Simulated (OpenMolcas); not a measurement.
## How basis sets differ on B2H4F2 (diborane 1,2-di F)

The species is B2H4F2 (8 atoms), meant as a singlet with charge 0. The shape is that of a GFN2-xTB optimisation.

```xyz
8

B     0.9003    0.1356    0.2205
F     1.5774   -0.8705    0.7749
H     1.4685    1.1493    0.0646
H    -0.2794    0.3449    0.8720
B    -0.9017   -0.0698   -0.2433
F    -1.5236   -1.2331   -0.0486
H    -1.5181    0.7972   -0.7364
H     0.2767   -0.2536   -0.9037
```

Quantity: the HOMO–LUMO gap, in eV. The values are calculated.

```tsv
level	kind	program	value (eV)	CPU time
HF/STO-3G	Hartree–Fock	OpenMolcas	18.27	1.2 s
HF/3-21G	Hartree–Fock	OpenMolcas	17.50	1.7 s
HF/Ahlrichs_VDZ (Cholesky decomposition)	Hartree–Fock	OpenMolcas	17.36	2.1 s
HF/6-31G** (spherical functions)	Hartree–Fock	OpenMolcas	17.79	5.5 s
HF/def2-SVP	Hartree–Fock	OpenMolcas	17.56	5 s
HF/def2-SVPD	Hartree–Fock	OpenMolcas	15.87	14 s
```

The values span 15.87 to 18.27 eV. A Hartree–Fock LUMO above zero doesn't converge with the basis: it sinks as sets grow more diffuse. Orbital gaps aren't excitation energies. Times are those of the runs behind each value, whatever else they computed, on shared processors of several kinds: orders of magnitude only.
